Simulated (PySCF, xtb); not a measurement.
C₂H₅FO₂Si, SMILES O=CC[Si@H](O)F.

GFN2-xTB run with xtb at its own geometry gives an orbital gap of 3.80 eV and a dipole moment of 2.56 D.

Geometry optimised at B3LYP-D3(BJ)/def2-SVP. The structure was generated by enumeration; whether it is a known compound was not checked. Other conformers were not sampled.

### Question
What does M06-2X/def2-TZVP (PySCF) give? (An estimate is asked for; the answer gives what the named calculation found.)

### Answer
gap 9.23 eV (levels -9.63 and -0.40 eV), dipole 3.53 D.
